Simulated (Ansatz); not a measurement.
Basis-set series for `[F][Cd][N]([SiH3])[SiH3]`. Charge 0, multiplicity 1. Cd takes the def2 core potential. Geometry: relaxed with PBE0-D4/def2-TZVP. It is one conformer, not always the lowest.

```csv
functional,basis,functions,energy (Eh),HOMO (eV),LUMO (eV)
PBE0-D4,def2-TZVPP,286,-904.68677,-7.62,-1.98
PBE0-D4,def2-QZVPP,522,-904.72150,-7.63,-1.99
ωB97M-V,def2-TZVPP,286,-904.93636,-9.87,-0.20
ωB97M-V,def2-QZVPP,522,-904.96895,-9.88,-0.33
```

Task: Give the rows for def2-SVP. (An estimate is asked.)

Result: Ansatz gave: 
```tsv
functional	basis	functions	energy (Eh)	HOMO (eV)	LUMO (eV)
PBE0-D4	def2-SVP	125	-904.24329	-7.48	-1.82
ωB97M-V	def2-SVP	125	-904.48382	-9.68	0.02
```
